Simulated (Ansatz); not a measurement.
`F[Si](F)(S)S`. Total charge 0; spin multiplicity 1. The structure was optimised at the PBE0-D4/def2-TZVP level. It is one conformer, not always the lowest.

```xyz
7

F    -0.475    0.944   -1.690
Si    0.040    0.139   -0.428
F     1.607    0.369   -0.390
S    -0.772    0.839    1.383
S    -0.506   -1.859   -0.779
H     0.132    1.830    1.493
H    -0.026   -2.262    0.411
```

**Question.** What is the dipole moment at ωB97M-V/def2-TZVPP? (Estimate.)

**Answer.** Computed: 1.53 D, with components (0.17, -0.33, 1.49) D in this frame, pointing from negative to positive charge.

**Question.** And with PBE, r2SCAN, B3LYP? (An estimate is asked.)

**Answer.** Computed: PBE 1.49 D, r2SCAN 1.52 D, B3LYP 1.55 D.

**Question.** Give the Mulliken charges with ωB97M-V, PBE, B3LYP in def2-TZVPP. (An estimate is asked.)

**Answer.** The calculation gave: 
```
atom  ωB97M-V    PBE  B3LYP
  F1    -0.28  -0.25  -0.29
 Si2     0.72   0.67   0.80
  F3    -0.28  -0.25  -0.29
  S4    -0.21  -0.22  -0.23
  S5    -0.21  -0.22  -0.22
  H6     0.13   0.13   0.12
  H7     0.13   0.13   0.12
```

B3LYP here is the variant with VWN-RPA as its local correlation; programs differ in this.
